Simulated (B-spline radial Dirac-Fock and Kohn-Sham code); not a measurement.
## K-line shifts caused by a second vacancy in Eu²⁺

System: europium as Eu²⁺ in the configuration 1s2 2s2 2p6 3s2 3p6 3d10 4s2 4p6 4d10 4f5 5s2 5p6 6s2 (not the ground configuration).

Calculated with a B-spline atomic structure program, using multi-electron Dirac-Fock with separately optimised hole states, Breit and Lamb-shift corrections added in first order. Each two-hole energy is an average over J within one jj subconfiguration, not an observable level; in light atoms, where LS coupling holds, the j-resolved values are not observed lines, and for a K spectator the Kα1 hypersatellite is nearly forbidden. Correlation energy is missing from these numbers.

Lines without a spectator: Kα2 (K-L2) 40898.0 eV, Kα1 (K-L3) 41538.3 eV, Kβ3 (K-M2) 46896.2 eV, Kβ1 (K-M3) 47028.9 eV. Shifts in eV with one spectator hole (a dash: not computed, or left out as unreliable):

```tsv
spectator hole	Kα2	Kα1	Kβ3	Kβ1
K (1s)	+778.8	+820.0	+1002.1	+1011.5
L2 (2p1/2)	+93.0	+121.2	–	+243.4
L3 (2p3/2)	+80.0	+83.8	+199.2	–
M2 (3p1/2)	–	+17.00	+35.6	+42.5
M3 (3p3/2)	+10.73	–	+33.1	+33.0
M4 (3d3/2)	+3.07	-0.26	–	–
M5 (3d5/2)	-1.37	+1.63	–	–
```
